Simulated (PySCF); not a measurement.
## Krypton: a sound run and one with changed settings

Sound run: Kr [Kr], Kr⁺ [Ar] 3d10 4s2 4p5. All numbers are calculated (PySCF 2.14, scalar relativity by spin-free X2C-1e, in cc-pVTZ-DK (6s5p3d1f, 43 functions)). In the sound run the correlated levels freeze [Ar] 3d10. The sound run starts from symmetry-adapted Hartree-Fock orbitals and uses a fine grid where one is needed.

Changed run: the non-relativistic Hamiltonian (point nucleus). This setting is unsound on purpose.

```csv
species,method,sound run (hartree),changed run (hartree),converged
Kr,UHF,-2788.17305,-2726.69166,yes
Kr,PBE0,-2789.72683,-2728.27382,yes
Kr,LDA,-2786.14541,-2724.71928,yes
Kr,MP2,-2788.34432,-2726.86254,yes
Kr,CCSD(T),-2788.36512,-2726.88387,yes
Kr⁺,UHF,-2787.69343,-2726.20996,yes
Kr⁺,PBE0,-2789.20967,-2727.75419,yes
Kr⁺,LDA,-2785.61864,-2724.19048,yes
Kr⁺,MP2,-2787.83065,-2726.34729,yes
Kr⁺,CCSD(T),-2787.85438,-2726.37187,yes
```

Ionisation energy of Kr:

| method | sound run (eV) | changed run (eV) |
| --- | --- | --- |
| UHF | 13.051 | 13.108 |
| PBE0 | 14.073 | 14.140 |
| LDA | 14.334 | 14.389 |
| MP2 | 13.978 | 14.021 |
| SCS-MP2 | 13.893 | 13.935 |
| CCSD | 13.861 | 13.897 |
| CCSD(T) | 13.898 | 13.932 |

Most of the change in total energy is the relativistic energy itself. On top of that the contraction fixes the core shape for the Hamiltonian it was made with, so the changed run is not a good calculation with the other Hamiltonian either.

For comparison, NIST gives 14.000 eV between the lowest levels.
